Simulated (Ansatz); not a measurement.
O$_{2}$Ti, triplet, geometry from GFN2-xTB (such geometries of metal compounds can be far from the true shape) (the multiplicity is a formal guess); WB97X/6-31G** (Ansatz, a quantum-chemistry and plane-wave program).

The Ansatz input:
Ansatz 0.2 input:
```yaml
crystal:
  periodic: [false, false, false]
  atoms:
    - {symbol: Ti, position_ang: [0.08713546, 0.01667738, 0.10503988]}
    - {symbol: O, position_ang: [1.09419603, 0.19006438, -1.18532302]}
    - {symbol: O, position_ang: [-1.33381854, -0.23592717, 0.89646335]}
basis:
  gaussian:
    orbitals: 6-31G__.json
hamiltonian:
  xc: {name: wB97X}
magnetization: {spin_polarized: true, initial_magnetization: 2}
```
The basis file holds 6-31G** in the JSON format of the Basis Set Exchange.

**Question.** Predict the main parts of the log of this Ansatz run.

**Answer.** 
```
Functional definition: wB97X
624 factors; integrals over basis functions are off by at most 1.1e-3 eV
114 factors; integrals over basis functions are off by at most 2.2e-4 eV
mean field evaluation 1: about -27189.7937 eV, gradient 5.5e1 eV
mean field evaluation 2: about -26893.6578 eV, gradient 3.0e2 eV
mean field evaluation 4: about -27203.1256 eV, gradient 6.6e0 eV
mean field evaluation 8: about -27203.3511 eV, gradient 5.2e-1 eV
mean field evaluation 16: about -27203.9525 eV, gradient 1.6e0 eV
mean field evaluation 32: about -27204.0611 eV, gradient 2.1e-5 eV
mean field evaluation 64: about -27204.0617 eV, gradient 1.9e-6 eV
mean field -27204.06169122 eV, -999.7308275769 hartree, gradient 1.8e-6 eV, S^2 2.032689; 4 other end points of the search recorded, 0 dependent functions left out
reference -27204.06164642 eV, -999.7308259308 hartree; 20, 18 occupied and 46, 48 virtual orbitals, 624 factors
Total energy: -27204.06164642 eV, -999.7308259308 hartree
```
